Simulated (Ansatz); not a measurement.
# A basis-limit estimate, worked out

An elementary step of SiH$_{4}$SO$_{3}$, singlet (SiH₄SO₃ ([OH][Si]([OH])([OH])[SH]) → SiH₂SO₂ ([OH][Si]([OH])[S]) + H₂O (still joined by a long Si–O bond); bonds formed: O2–H4; bonds broken: S3–H4; bonds weakened to dative contacts: Si1–O2). “Start” is the structure reached by relaxing down from the saddle towards the reactants; PBE0-D4/def2-TZVP structures. The saddle:

Si1  (-0.285, -0.135, -0.183)
O2  (1.009, 0.106, 1.046)
S3  (-0.951, -1.740, 0.854)
H4  (0.493, -0.876, 1.424)
O5  (-1.161, 1.232, -0.317)
O6  (0.568, -0.240, -1.567)
H7  (1.911, -0.018, 0.722)
H8  (-1.901, 1.306, 0.290)
H9  (0.316, 0.364, -2.268)
(Å)

Program: Ansatz 0.2.0. Basis: def2-TZVPP and def2-QZVPP. Cores are frozen in the correlated methods.

Energies in eV:

| quantity | saddle | start |
| --- | --- | --- |
| Hartree–Fock, triple zeta (X = 3) | -24861.52791 | -24863.64412 |
| Hartree–Fock, quadruple zeta (X = 4) | -24862.38311 | -24864.51393 |
| MP2 correlation, X = 3 | -28.13329 | -27.55159 |
| MP2 correlation, X = 4 | -30.49462 | -29.88747 |
| CCSD(T) correlation, X = 3 | -29.81996 | -29.33853 |

Q: Work out the barrier at the basis limit: extrapolate Hartree–Fock as E(X) = E∞ + A exp(−7.88 √X) and the MP2 correlation as E(X) = E∞ + B X^−2.97 (the exponents that Neese and Valeev fitted for def2-TZVPP and QZVPP), then add CCSD(T) − MP2 in triple zeta.

A: Each step is linear, so take the differences first (saddle − start): Hartree–Fock 2.11621 (X = 3) and 2.13082 (X = 4); MP2 correlation -0.58170 and -0.60715; CCSD(T) correlation -0.48143.
Two points give E∞ = E(4) + w [E(4) − E(3)], with w = 1/(exp(7.88 (2 − √3)) − 1) = 0.1377 for Hartree–Fock and w = 1/((4/3)^2.97 − 1) = 0.7407 for the correlation.
Hartree–Fock: 2.13082 + 0.1377 × 0.01461 = 2.1328 eV.
MP2 correlation: -0.60715 + 0.7407 × (-0.02545) = -0.6260 eV.
CCSD(T) − MP2: -0.48143 − (-0.58170) = 0.1003 eV.
Sum: 2.1328 + (-0.6260) + 0.1003 = 1.6071 eV, or 37.06 kcal/mol. Plain CCSD(T) in triple zeta gives 1.6348 eV, so the larger basis shifts the result by -0.0277 eV.

The T1 diagnostic stays at or below 0.013.

Labels in which every atom is bracketed show which atoms are joined, not bond orders.

For scale, one of the runs: CCSD(T)/def2-TZVPP, 233 basis functions, launched by `ansatz run in.yaml --threads 4 --pin off --events-out ev --progress --plain --max-ram 9574MiB`. Hardware: 4 CPU threads of an Arm Neoverse V2, shared host. Wall time 100 s; peak host memory 4.1 GiB.
